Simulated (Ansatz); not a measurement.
Start from `CBN(C)[SiH3]` and change one atom or group to get `CN[SiH3]`.

Ansatz, PBE0-D4/def2-TZVP geometries, multiplicity 1. Each molecule was computed in one conformer, which needn't be the lowest.

| property | `CBN(C)[SiH3]` |
| --- | --- |
| HOMO energy (PBE0/def2-TZVPP) / eV | -7.76 |
| LUMO energy (ωB97M-V/def2-TZVPP) / eV | 2.02 |
| HOMO energy (PBE/def2-TZVPP) / eV | -6.52 |
| LUMO energy (B3LYP/def2-TZVPP) / eV | 0.20 |
| size of the dipole moment (ωB97M-V/def2-TZVPP) / D | 1.22 |
| LUMO energy (PBE/def2-TZVPP) / eV | -0.55 |

**Question.** What does the change do to each property? (Best estimate.)

**Answer.** Ansatz gave: 
```tsv
property	`CN[SiH3]`	shift
HOMO energy (PBE0/def2-TZVPP) / eV	-6.79	0.97
LUMO energy (ωB97M-V/def2-TZVPP) / eV	2.02	0.00
HOMO energy (PBE/def2-TZVPP) / eV	-5.43	1.09
LUMO energy (B3LYP/def2-TZVPP) / eV	0.22	0.02
size of the dipole moment (ωB97M-V/def2-TZVPP) / D	1.27	0.05
LUMO energy (PBE/def2-TZVPP) / eV	-0.36	0.19
```

With PBE0 the HOMO rises by 0.97 eV and the LUMO rises by 0.05 eV, so the gap narrows by about 0.92 eV. PBE moves the HOMO by 1.09 eV and ωB97M-V by 0.92 eV. The zero-point energy changes by -106.8 kJ/mol with -15 modes. Dipoles are sizes alone; their direction can turn.

Positive LUMOs are unbound, so they and the gaps depend on the basis.

B3LYP here is the variant with VWN-RPA as its local correlation; programs differ in this.
